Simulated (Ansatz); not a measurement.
`C[O][Zn][OH]` + HCl → `C[O][Zn][Cl]` + H₂O at 700 K and 1 bar (ligand exchange at a Zn–O bond).

Computed with Ansatz on PBE0-D4/def2-TZVP structures; ΔE is electronic, products minus reactants. CCSD(T)/CBS adds triple-zeta CCSD(T) − MP2 to the extrapolated MP2 energy (def2 sets, frozen cores). This one scheme is used for every species. For Zn outer-core shells are correlated without core-valence functions, which leaves a few kJ/mol of doubt a bond. Scalar relativity is left out up to krypton. One conformer a species, not always the lowest.

| species | CCSD(T)/CBS energy (Eh) | H − E (kJ/mol) | S (J/(mol·K)) |
| --- | --- | --- | --- |
| `C[O][Zn][OH]` | -1969.20515 | 205.4 | 427.5 |
| HCl | -460.38127 | 38.4 | 211.8 |
| `C[O][Zn][Cl]` | -2353.24457 | 168.7 | 415.2 |
| H₂O | -76.37941 | 80.5 | 218.4 |

H − E and S are ideal-gas, rigid-rotor, harmonic terms from PBE0-D4/def2-TZVP, for one conformer and one mirror image of each species. 1 Eh = 2625.50 kJ/mol, R = 8.31446 J/(mol·K).

By hand: ΔE, ΔH, ΔS and ΔG.

ΔE = (-2353.24457) + (-76.37941) − (-1969.20515) − (-460.38127) = -0.03756 Eh = -98.6 kJ/mol. Δ(H − E) = 168.7 + 80.5 − 205.4 − 38.4 = 5.4, so ΔH = -93.2 kJ/mol. ΔS = 415.2 + 218.4 − 427.5 − 211.8 = -5.7 J/(mol·K). ΔG = -93.2 − 700 × (-5.7)/1000 = -89.2 kJ/mol.

By hand: the equilibrium constant, and the temperature at which ΔG would vanish if ΔH and ΔS stayed fixed.

log₁₀ K = −ΔG/(RT ln 10) = 6.7. ΔG = 0 at ΔH/ΔS = 16351 K, far beyond where these terms or the molecules hold.

The number of gas molecules stays the same, so ΔS is small and ΔH decides. A doubt of 5 kJ/mol in ΔE shifts log₁₀ K by 0.4 here. Other conformers and mirror images would add mixing entropy, several J/(mol·K) or more a flexible species. These are equilibria of isolated gas molecules and say nothing of rates. Largest T1 diagnostic: 0.017 (customary marks: 0.02 for closed shells, 0.045 for open ones).
